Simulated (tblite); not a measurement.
Species: C₇H₁₁OP.
Structure used (GFN2-xTB), in Å, numbered top down from 1:
```
atom  x, y, z in Å
C1    -3.246   -0.880    0.884
C2    -2.023   -0.593    0.471
P3    -1.633   -0.242   -1.280
C4    -0.135   -1.362   -1.390
C5     0.994   -0.633   -0.728
C6     0.796    0.662   -0.508
O7     1.631    1.577    0.054
C8     2.900    1.121    0.454
C9    -0.526    1.227   -0.951
H10   -4.076   -0.916    0.197
H11   -3.473   -1.090    1.918
H12   -1.191   -0.556    1.167
H13   -0.351   -2.324   -0.916
H14    0.087   -1.560   -2.444
H15    1.896   -1.174   -0.495
H16    3.410    1.982    0.882
H17    3.472    0.742   -0.400
H18    2.818    0.333    1.208
H19   -0.397    1.809   -1.868
H20   -0.958    1.889   -0.198
```

All values are computed: GFN2-xTB (tblite) harmonic vibrations without scaling, gas phase. The method is semi-empirical: single wavenumbers can be off by several per cent or more. One conformer, not necessarily the lowest.

Harmonic wavenumbers (cm⁻¹): 41.8, 54.0, 122.6, 173.7, 214.2, 220.7, 229.7, 273.5, 304.3, 401.3, 463.3, 506.6, 549.6, 612.1, 682.9, 713.0, 740.6, 747.7, 814.0, 845.3, 886.6, 905.1, 1003.1, 1005.1, 1037.0, 1039.9, 1077.4, 1098.2, 1125.5, 1154.9, 1167.4, 1206.2, 1223.7, 1226.7, 1273.4, 1398.0, 1400.3, 1430.2, 1445.3, 1466.2, 1484.5, 1665.2, 1722.0, 2907.3, 2929.8, 2934.6, 2946.3, 2949.4, 2971.1, 3001.1, 3027.4, 3077.0, 3102.0, 3108.1.

A = 2734, B = 821.7, C = 777.0 MHz; mass 142.055 u (most abundant isotopes); point group C1, symmetry number 1.

Question: Zero-point energy?

Answer: Half the sum of the wavenumbers: 35053 cm⁻¹ = 419.33 kJ/mol.

Question: Entropy at 200 K, 1 bar (ideal gas, RRHO, classical rotation)?

Answer: Translation 162.37, rotation 118.87, vibration 81.82: S = 363.1 J/(mol K).

Question: And Cp and H(200 K) − H(0)?

Answer: Cp = 122.66 J/(mol K), of which vibrations give 89.40 (their classical limit is 54 R = 449.0); H(200 K) − H(0) = 15.54 kJ/mol without the zero-point energy, 8.89 from vibrations.

Question: How do the functions run with temperature in this model?

Answer: 
```csv
T (K),S (J/(mol K)),Cp (J/(mol K)),H − H(0) (kJ/mol),G − H(0) (kJ/mol),ln q(vib)
100,294.9,78.9,5.46,-24.03,1.85
300,421.5,169.0,30.11,-96.33,7.17
500,528.2,251.5,72.60,-191.50,12.57
800,665.0,329.7,160.86,-371.17,20.43
1000,742.4,363.4,230.35,-512.08,25.33
```

q(vib) and H(0) count from the zero-point level.

Question: What must be added to the electronic energy to get the Gibbs energy at 200 K and 1 bar?

Answer: ZPE + [H(200 K) − H(0)] − T·S = 419.33 + 15.54 − 72.61 = 362.26 kJ/mol.

Question: Blend soft modes into free rotors: weight 1/[1 + (100 cm⁻¹/ν̃)⁴] for the oscillator and the rest for a rotor with moment μB/(μ + B), μ = h/(8π²ν), B = 10⁻⁴⁴ kg m². What vibrational entropy results?

Answer: 74.75 J/(mol K) in place of 81.82, which changes −T·S at 200 K by +1.41 kJ/mol.

Question: Which modes carry the vibrational entropy at 200 K?

Answer: 41.8 cm⁻¹: 18.34; 54.0 cm⁻¹: 16.23; 122.6 cm⁻¹: 9.62; 173.7 cm⁻¹: 6.98; 214.2 cm⁻¹: 5.50; 220.7 cm⁻¹: 5.29 J/(mol K); the other 48 give 19.86 together.

Hindered rotation and anharmonicity are outside this model. Other conformers, if any are populated, would add a mixing term that is left out. The structure is chiral; the term R ln 2 for an equal mix with its mirror image is left out.
